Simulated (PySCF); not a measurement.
**Relaxation of singlet ScCl₂⁺**

All numbers come from PySCF, PBE0, basis Sc def2-TZVP, Cl def2-TZVP (no relativity, density fitting). A (50,194) grid was used.

A start displaced from a saddle point along its imaginary mode, of C2v symmetry, held to at least that symmetry:

```xyz
3
charge 1 multiplicity 1, angstrom
Sc    0.2479    0.0326    0.0000
Cl   -0.1593   -0.0210    2.2179
Cl   -0.1593   -0.0210   -2.2179
```

(1) What forces act on the atoms at the start (eV/Å)?

(2) What does it relax to?

(3) How much energy is released, and in how many steps?

## Answers

(1) 
```json
{"atom": "Sc1", "Fx": "0.02", "Fy": "0.01", "Fz": "0.00"}
{"atom": "Cl2", "Fx": "-0.01", "Fy": "0.00", "Fz": "-0.82"}
{"atom": "Cl3", "Fx": "-0.01", "Fy": "0.00", "Fz": "0.82"}
```

(2) It ends at C2v with Sc–Cl 2.182 Å (×2); Cl–Sc–Cl 115.3°. The frequency run here used a shortcut that can spoil soft modes, so no verdict on minimum or saddle point is given.

(3) 31.4 kJ/mol in 8 steps.

The relaxation took about 100 core-seconds on a shared host.
